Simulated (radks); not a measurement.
Results of a calculation; reference values are marked as such.
Spherical quantum dot in the effective-mass picture: electrons in a parabolic well V = omega^2 r^2 / 2 with omega = 0.962, with a point charge +1 (a donor) at the centre, all in effective atomic units (hartree* = m*/eps^2 hartree, bohr* = eps/m* bohr), one dielectric constant everywhere. Level of theory: non-relativistic Kohn-Sham, LDA (Slater exchange, Perdew-Wang correlation), spin-polarised, spherical densities (a radial shooting solver with Libxc functionals). Levels are named by radial order and angular momentum (1s, 1p, 1d, 2s, ...), and open shells are averaged over m.

N = 7, configuration 1s2 1p(up 3, down 2). This is the lowest configuration that the search found. Occupied and some empty levels:

level    occupation  eigenvalue (hartree*)  <r> (bohr*)
1s up             1                 4.1810        1.163
1s down           1                 4.2127        1.159
1p up             3                 5.0740        1.719
1p down           2                 5.1092        1.723
2s up             0                 5.6643        1.784
2s down           0                 5.6877        1.790
1d up             0                 5.8421        2.035
1d down           0                 5.8734        2.042
1f up             0                 6.6322        2.284
1f down           0                 6.6584        2.291

Energy (hartree*): total 20.7152, kinetic 6.2646, external 3.4129, Hartree 14.047, exchange-correlation -3.0098.
